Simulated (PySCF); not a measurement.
C2H4F, SMILES C[CH]F (connectivity only; charge and spin as stated), charge +1, multiplicity 1.

Geometry optimised at PBE0-D3(BJ)/def2-TZVP. The spin state was assumed, not searched. The isomer is the one that the SMILES or the coordinates give; other isomers of the formula were not compared.

Two levels are set side by side: TDA-PBE/def2-SVPD (PySCF) and ADC(2)/aug-cc-pVDZ (PySCF). Vertical, same geometry; the bases differ. Differences are taken from unrounded values.

```json
[
 {"quantity": "lowest singlet excitation (eV)", "ADC(2)": "5.87"}
]
```

Problem. What does TDA-PBE give, and how far is it from ADC(2)? (Estimate from the structure and the level; the computed values follow.)

Solution. 
```csv
quantity,TDA-PBE,TDA-PBE minus ADC(2)
lowest singlet excitation (eV),5.50,-0.37
```

Functionals without exact exchange tend to place singlet excitations lower, as here. Differences between two approximate levels are no errors against the true value.

Rough cost on one machine, each run with all the roots and properties that it gave: ADC(2) against TDA-PBE about 5 times.
